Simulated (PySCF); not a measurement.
**Ionisation energy of Pd²⁹⁺ by level of theory**

Pd²⁹⁺ [Ne] 3s2 3p5 (2P) → Pd³⁰⁺ [Ne] 3s2 3p4 (3P), as a difference of total energies. All numbers are calculated (PySCF 2.14, scalar relativity by spin-free X2C-1e, in an uncontracted even-tempered set (18 s from 3.9 bohr⁻², ratio 2.5; 12 p from 5 bohr⁻², ratio 2.5; 5 d from 24 bohr⁻², ratio 2.7; 4 f from 36 bohr⁻², ratio 2.7)). Correlated levels: outer shells: 1s2 frozen; virtual orbitals above 40 to 60 times the deepest correlated orbital energy dropped. The calculations carry no spin-orbit coupling.

```csv
method,ionisation energy (eV)
UHF,1720.5
MP2 (outer shells),1721.5
SCS-MP2 (outer shells),1721.5
CCSD (outer shells),1721.5
CCSD(T) (outer shells),1721.5
```

Spin-orbit coupling is strong in these open shells (close to jj coupling). The scalar numbers leave it out and a first-order estimate fails, so it can dominate the gap to the real levels.

Breit and QED terms and the two-electron picture change are absent.

For comparison: 1706.2 ± 1.8 eV (semi-empirical (NIST evaluation); NIST Atomic Spectra Database, ionization energies).
